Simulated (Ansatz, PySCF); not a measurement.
HO2Si, SMILES O=[Si]=[OH+], charge +1.

Geometry optimised at B3LYP-D3(BJ)/def2-TZVP. The isomer is the one that the SMILES or the coordinates give; other isomers of the formula were not compared.

Vertical ionisation energy (IE) and electron affinity (EA) in eV. Rows of orbital energies are one-electron estimates. Where ΔSCF, EOM or ADC give a negative EA the extra electron is unbound and the value depends on the basis.

```json
[
 {"level": "−ε(HOMO), −ε(LUMO), r2SCAN/def2-TZVPD (PySCF)", "IE": "15.50", "EA": "11.23"},
 {"level": "−ε(HOMO), −ε(LUMO), PBE/def2-TZVPD (PySCF)", "IE": "15.22", "EA": "11.53"},
 {"level": "ADC(2)/aug-cc-pVDZ (PySCF)", "IE": "17.76", "EA": "7.69"},
 {"level": "ΔSCF, PBE0/def2-TZVPD (Ansatz), final states of multiplicity 2 and 2", "IE": "19.34", "EA": "8.21"},
 {"level": "ΔSCF, PBE/def2-TZVPD (Ansatz), final states of multiplicity 2 and 2", "IE": "19.50", "EA": "8.17"}
]
```

**Question.** What vertical singlet–triplet gap does ΔSCF give with PBE0/def2-TZVPD (Ansatz, a first-principles code) and with PBE/def2-TZVPD (Ansatz)? (An estimate is asked for; the answer gives what the named calculation found.)

**Answer.** 3.29 and 3.54 eV (triplet above singlet where positive).

**Question.** Beyond the first one, list the lowest photoelectron lines from ADC(2)/aug-cc-pVDZ (PySCF) with their pole strengths (two spins summed). (An estimate is asked for; the answer gives what the named calculation found.)

**Answer.** 17.83 eV (1.67), 19.47 eV (1.66), 21.35 eV (1.74), 21.79 eV (1.74), 27.84 eV (1.75).
